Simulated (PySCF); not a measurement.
Isomers of C5H7N2P, one GFN2-xTB conformer each. Single-point energies are computed at PBE0/pcSseg-1 (PySCF, gas phase, no added dispersion term), electronic only.

```tsv
SMILES	GFN2-xTB relative energy (kJ/mol)
C=Cn1cpc(C)n1	0.0
c1nn(C2CC2)cp1	10.2
```

Conformers: `[CH2:1]=[CH:2][n:3]1[cH:4][p:5][c:6]([CH3:7])[n:8]1` with C1–C2–N3–C4 180°; `[cH:1]1[n:2][n:3]([CH:4]2[CH2:5][CH2:6]2)[cH:7][p:8]1` with N2–N3–C4–C5 119°.

Task: What does PBE0/pcSseg-1 give for the same structures?

Result: 
| SMILES | PBE0/pcSseg-1 E (Eh) | PBE0/pcSseg-1 (kJ/mol) | GFN2-xTB (kJ/mol) | point group |
| --- | --- | --- | --- | --- |
| C=Cn1cpc(C)n1 | -645.02338 | 0.0 | 0.0 | Cs |
| c1nn(C2CC2)cp1 | -645.01070 | 33.3 | 10.2 | C1 |

Both levels put the same isomer lowest. As drawn, the lower has a C=C bond outside aromatic rings, which the higher lacks; the higher has a three-membered ring, which the lower lacks.

Task: Which frontier levels, dipoles and rotational constants go with these structures?

Result: 
| SMILES | HOMO (eV, PBE0/pcSseg-1) | LUMO (eV) | dipole (D) | A, B, C (MHz) |
| --- | --- | --- | --- | --- |
| C=Cn1cpc(C)n1 | -6.56 | -1.14 | 1.50 | 3372, 1371, 980.5 |
| c1nn(C2CC2)cp1 | -6.89 | -0.54 | 2.95 | 5050, 1170, 1008 |
